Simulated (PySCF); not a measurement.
**Question.** What does the PBE0-D3(BJ)/def2-SVP structure of `C#C[CH2][SnH2][BH2]` look like in three dimensions?

**Answer.** 
```
atom  x, y, z in Å
B1     2.0153   -0.0446    1.0521
Sn2    0.3724   -1.3959    0.3158
C3    -1.3411   -0.1124   -0.1775
C4    -0.9487    0.9112   -1.1151
C5    -0.5717    1.7550   -1.9018
H6     2.1689    0.1649    2.2313
H7     2.7426    0.5142    0.2682
H8    -0.1905   -2.5350    1.4769
H9     0.7643   -2.2434   -1.1247
H10   -2.1306   -0.7606   -0.5872
H11   -1.7132    0.3217    0.7634
H12   -0.2534    2.5059   -2.6001
```

Any rigid rotation of these coordinates is as good. Atoms count from 1 in this order. The 2 C–C bonds span 1.214 Å (C4≡C5, drawn triple) to 1.443 Å (C3–C4, drawn single), a spread of 0.229 Å. B1 (three-coordinate boron) is planar (angles 121.1°, 120.4° and 118.5°, sum 360.0°, 0.01 Å off the plane of its three neighbours). Sn2 (tin bonded to B, C and 2 H) is distorted tetrahedral (angles from 106.1° to 114.5°).

Bonds between heavy atoms (Å): B1–Sn2 2.251, Sn2–C3 2.197, C3–C4 1.443, C4≡C5 1.214.

Computed, not measured: PBE0-D3(BJ)/def2-SVP geometry optimisation, gas phase, def2 core potentials past Kr (PySCF).

Point group: C1 (no symmetry element, even within 0.4 Å). Stationary, but not proved a minimum. The numbers are those of one conformer (H–B1–Sn2–C3 95° and -83°, B1–Sn2–C3–C4 55°).

Time: 29 s of wall time; peak memory 0.51 GiB. Hardware: one thread of an Arm Neoverse V2, no GPU, shared host. These figures are those of the optimisation.
